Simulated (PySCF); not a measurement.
Broadened absorption spectrum of C2H7F3SSi2

C2H7F3SSi2.
Cartesian coordinates in Å at the GFN2-xTB level; atoms count from 1:
```xyz
15
C2H7F3SSi2 angstrom
F      3.780   -0.387   -0.207
C      2.553    0.164   -0.135
F      2.066    0.138   -1.387
F      2.730    1.447    0.182
C      1.683   -0.592    0.845
S      0.135    0.273    1.230
Si    -1.038    0.016   -0.590
Si    -3.242    0.350    0.017
H      2.230   -0.684    1.784
H      1.475   -1.580    0.434
H     -0.467    0.940   -1.566
H     -0.651   -1.335   -1.008
H     -4.060    0.208   -1.189
H     -3.481    1.683    0.573
H     -3.717   -0.633    0.994
```

Level of theory: PySCF, TDDFT CAM-B3LYP/def2-SVPD, vertical, gas phase, core orbitals frozen in the response.

Each state is given a Gaussian of 0.25 eV full width at half maximum, with ε(max) = 2.175×10⁸ f / Δν̃ (Δν̃ the width in cm⁻¹). The cross-section is σ = 3.8235×10⁻²¹ ε cm², given in Mb (10⁻¹⁸ cm²). The width is an assumption, not a result. The curve ends short of the highest state used, and states not computed would add to its high-energy end.

λ (nm), σ (Mb) and a bar:
```
    184.7       1.94 ##############################
    186.2       1.52 #######################
    187.7       0.99 ###############
    189.2       0.53 ########
    190.7       0.23 ###
    192.2       0.08 #
    193.7       0.02 
    195.2       0.01 
    196.8       0.00 
    198.3       0.00 
    199.8       0.01 
    201.3       0.04 #
    202.8       0.12 ##
    204.3       0.29 #####
    205.8       0.59 #########
    207.3       1.00 ###############
    208.8       1.42 ######################
    210.3       1.73 ###########################
    211.8       1.83 ############################
    213.3       1.74 ###########################
    214.8       1.58 ########################
    216.3       1.48 #######################
    217.8       1.50 #######################
    219.3       1.59 #########################
    220.8       1.65 #########################
    222.4       1.57 ########################
    223.9       1.35 #####################
    225.4       1.04 ################
    226.9       0.71 ###########
    228.4       0.44 #######
    229.9       0.25 ####
    231.4       0.12 ##
    232.9       0.06 #
    234.4       0.02 
    235.9       0.01 
    237.4       0.00
```

**Question.** Locate the maxima and give the states behind the curve.

**Answer.** 221 nm (5.61 eV), ε about 430, made up of S1 (94%); 212 nm (5.86 eV), ε about 480, made up of S2 (96%) (ε in L mol⁻¹ cm⁻¹; maxima over ε = 5, shares over 10%). At its high-energy end, 6.71 eV, the curve is still rising (ε about 500, from S3 and S4). The states used: S1 5.60 eV (f 0.0038); S2 5.87 eV (f 0.0043); S3 6.71 eV (f 0.0037); S4 6.88 eV (f 0.0032); S5 7.06 eV (f 0.0096); S6 7.19 eV (f 0.057); S7 7.22 eV (f 0.020); S8 7.31 eV (f 0.016).

**Question.** On this curve, what absorbance would a 10⁻⁵ mol/L sample give at 222 nm over a 1 cm path?

**Answer.** 222 nm is 5.585 eV, where ε is about 420 L mol⁻¹ cm⁻¹, so A = ε c l ≈ 0.0042 (Beer–Lambert, with the gas-phase spectrum and the assumed width).

**Question.** What would ε be at 5.86 eV, the highest of these maxima, with half the width (0.125 eV)?

**Answer.** About 912 L mol⁻¹ cm⁻¹ against 479, a factor of about 1.9; a lone state at its own centre would give exactly 2.

**Question.** Coming from long wavelengths, where does ε first pass 100 L mol⁻¹ cm⁻¹?

**Answer.** At about 229 nm (5.42 eV), 0.18 eV below S1.

The run took 2.1 min wall (grids of density and orbitals included) on one thread, Arm Neoverse N1 (aarch64), shared host with 64 logical CPUs at a one-minute load of 55, and the process peaked at 1.1 GiB of memory.

One conformer stands for the species.
